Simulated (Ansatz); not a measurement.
One change: `[F][Sn]([F])([Cl])[Br]` becomes `[F][Sn]([F])([F])[Cl]`.

Ansatz, PBE0-D4/def2-TZVP geometries, multiplicity 1. 

Elements past krypton have def2 core potentials. Scalar relativity is left out up to krypton.

```
                                                                                  property  `[F][Sn]([F])([Cl])[Br]`
ideal-gas entropy at 298 K and 1 bar (rigid rotor, harmonic PBE0-D4/def2-TZVP) / J/(mol·K)                       378
                                                   HOMO–LUMO gap (ωB97M-V/def2-TZVPP) / eV                     10.64
                                                     HOMO energy (ωB97M-V/def2-TZVPP) / eV                    -11.90
                                            size of the dipole moment (PBE/def2-TZVPP) / D                      1.76
                                                     HOMO–LUMO gap (B3LYP/def2-TZVPP) / eV                      5.73
                                                         HOMO energy (PBE/def2-TZVPP) / eV                     -8.30
```

(1) What does the change do to each property? (An estimate is asked.)

Answers

(1) The calculation gave: 
```json
{"property": "ideal-gas entropy at 298 K and 1 bar (rigid rotor, harmonic PBE0-D4/def2-TZVP) / J/(mol·K)", "`[F][Sn]([F])([F])[Cl]`": "347", "shift": "-31"}
{"property": "HOMO–LUMO gap (ωB97M-V/def2-TZVPP) / eV", "`[F][Sn]([F])([F])[Cl]`": "11.72", "shift": "1.08"}
{"property": "HOMO energy (ωB97M-V/def2-TZVPP) / eV", "`[F][Sn]([F])([F])[Cl]`": "-12.96", "shift": "-1.06"}
{"property": "size of the dipole moment (PBE/def2-TZVPP) / D", "`[F][Sn]([F])([F])[Cl]`": "1.42", "shift": "-0.34"}
{"property": "HOMO–LUMO gap (B3LYP/def2-TZVPP) / eV", "`[F][Sn]([F])([F])[Cl]`": "6.58", "shift": "0.85"}
{"property": "HOMO energy (PBE/def2-TZVPP) / eV", "`[F][Sn]([F])([F])[Cl]`": "-9.09", "shift": "-0.79"}
```

With PBE0 the HOMO falls by 0.97 eV and the LUMO falls by 0.07 eV, so the gap widens by about 0.90 eV. PBE moves the HOMO by -0.79 eV and ωB97M-V by -1.06 eV. Dipoles are sizes alone; their direction can turn.

B3LYP here is the variant with VWN-RPA as its local correlation; programs differ in this.

Spin–orbit coupling is left out; it splits and shifts lone-pair levels of the heavy atoms by tenths of an eV.
